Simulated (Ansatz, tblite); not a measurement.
Adding an electron: the cluster W2O6⁺ (the lowest doublet isomer of a short search). The state is a doublet with charge 1. Geometry: PBE-D4/def2-SVP. Ansatz, gas phase; energy differences of separate SCF runs; the reduced species is a singlet (the triplet lies 2.83 eV higher at PBE0-D4/def2-TZVP).

```tsv
atom	x (Å)	y (Å)	z (Å)
W1	-1.4344	-0.2486	0.0878
W2	1.4344	0.2486	-0.0878
O3	2.1830	1.8100	-0.1815
O4	0.0698	0.0422	1.2608
O5	2.6688	-0.9692	-0.1154
O6	-2.6687	0.9692	0.1155
O7	-0.0698	-0.0422	-1.2608
O8	-2.1830	-1.8100	0.1815
```

In the def2 sets W takes a core potential; there is no spin–orbit coupling. The xTB rows come from tblite. HOMO above LUMO, or a gap near zero within one spin, warns that the state may not be the lowest or that an electron is smeared out. The structure comes from a short search, and lower isomers may exist.

Q: Estimate orbital energies and vertical electron affinities at: GFN1-xTB; GFN2-xTB; PBE-D4/def2-TZVP; r2SCAN-D4/def2-TZVP; PBE0-D4/def2-TZVP.

A: 
```
              level  −HOMO (eV)  −LUMO (eV)  vertical EA (eV)  HOMO–LUMO gap (eV)                                     remarks
           GFN1-xTB           –           –             15.39                   –                                           –
           GFN2-xTB           –           –             15.62                   –                                           –
   PBE-D4/def2-TZVP       13.50       13.49             10.84                0.01  gap within one spin near zero (+1 doublet)
r2SCAN-D4/def2-TZVP       13.59       13.57             11.07                0.02  gap within one spin near zero (+1 doublet)
  PBE0-D4/def2-TZVP       14.02       13.30             11.57                0.72                                           –
```

  HOMO and LUMO are the levels of the spin that leaves or enters (xTB has no such levels and no spin-polarisation term). Other spin states of the ions may lie lower, which would lower the ionisation energy or raise the affinity. Raw xTB energy differences between charge states are shifted by several eV; the methods need an empirical correction for them.
